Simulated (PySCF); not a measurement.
## Spectroscopy problems

PySCF 2.14 calculation with coordinates at the GFN2-xTB level and PBE0/pcSseg-1 with gauge-including orbitals; a single conformation, averaged over atoms made equivalent by symmetry, fast rotation or ring inversion, no relativistic terms, in vacuum.

Chemical shifts δ = σref − σ; TMS for ¹H (σref 31.72) and ¹³C (σref 186.93), all at this level. Where no couplings were computed, multiplicities follow the n + 1 count of equivalent neighbours, and m marks all less simple cases (inequivalent or close neighbours, rings, F or P nearby). Shifts are as computed. Against solution values, carbons near 30 ppm lie about +3 ppm off and those near 130 ppm about +5 ppm. Of 1211 compounds with measured shifts, 218 miss one by over three times the rms of a fit or turn the order of signals round; such compounds aren't used in these exercises.

Task: C7H9NO2. ¹H NMR (400 MHz, computed): δ 7.17 (s, 1H), 5.09 (m, 1H), 3.72 (s, 3H), 2.64 (m, 1H), 1.98 (m, 1H), 1.86 (m, 1H), 1.51 (m, 1H). ¹³C{¹H} NMR (computed): δ 162.4, 122.9, 100.7, 94.3, 57.8, 28.9, 21.5. Identify the compound.

Result: SMILES C1C[C@H](OC)OC=C1C#N. Rings plus π bonds: 4 (1 ring in the answer). 7 carbon signals for 7 carbons: no two carbons are equivalent. Carbon types of the structure: 2 × C, 2 × CH, 2 × CH2, 1 × CH3, which accounts for all hydrogens. δC 162.4: alkene carbon bearing oxygen; an sp2 carbon further deshielded by the attached heteroatom. δC 122.9: nitrile carbon; C≡N carbons fall here, among the sp2 signals but without a proton. δC 100.7: sp3 carbon bearing two oxygens; 2 electronegative neighbours deshield it. δC 94.3: β carbon of an enol-ether or enamine type C=C; the O or N lone pair pushes π density onto this β carbon and shields it.

The shifts were computed for this structure.

Task: C6H11N3. ¹H NMR (400 MHz, computed): δ 7.65 (s, 2H), 1.71 (s, 9H). ¹³C{¹H} NMR (computed): δ 137.7 (CH), 59.8 (C), 31.4 (CH3). What is it?

Result: SMILES CC(C)(C)n1nccn1. The formula gives 3 degrees of unsaturation (1 ring in the answer). 3 carbon signals for 6 carbons: some carbons are equivalent by symmetry or fast rotation. Carbon types of the structure: 1 × C, 2 × CH, 3 × CH3, which accounts for all hydrogens. δC 137.7: aromatic CH next to a ring nitrogen. δC 59.8: fully substituted sp3 carbon bonded to N; the inductive effect lowers its shielding. δC 31.4: methyl carbon; a saturated carbon with 1 carbon neighbour and no heteroatom attached. δH 7.65: hydrogen on an aromatic CH next to a ring nitrogen; the ring current deshields protons in the ring plane.

The shifts were computed for this structure.
